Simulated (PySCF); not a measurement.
B3LYP has the VWN-RPA correlation part, as in Gaussian. Delta-SCF ions had no search for a lower state. Excitations are Tamm–Dancoff values on a coarser integration grid. The basis has no diffuse functions, so Rydberg states are missing or too high.

**H2BFS2, SMILES `FB(S)S` (S–B–S–H torsion -180°, S–B–S–H torsion 180°) (charge 0, multiplicity 1)**

Method: B3LYP-D3(BJ)/def2-TZVP in PySCF.

HOMO: -7.43 eV
dipole moment: 0.69 D
HOMO–LUMO gap: 6.88 eV
LUMO: -0.56 eV
S1 excitation (TDA): 5.86 eV
S1 oscillator strength: 0.000
brightest of the four lowest singlets (TDA): 6.40 eV
T1 excitation (TDA): 5.18 eV
S1–T1 gap (TDA): 0.68 eV
vertical ionisation energy (Delta-SCF): 9.77 eV
total energy: -25103.15 eV
cost: around 50 core-seconds (rough)

```xyz
6

F      0.0202     1.3512    -0.1364
B      0.0004     0.0256    -0.0025
S     -1.5728    -0.8578     0.1643
S      1.5461    -0.9196     0.0154
H     -2.3355     0.2466     0.0913
H      2.3415     0.1540    -0.1320
```
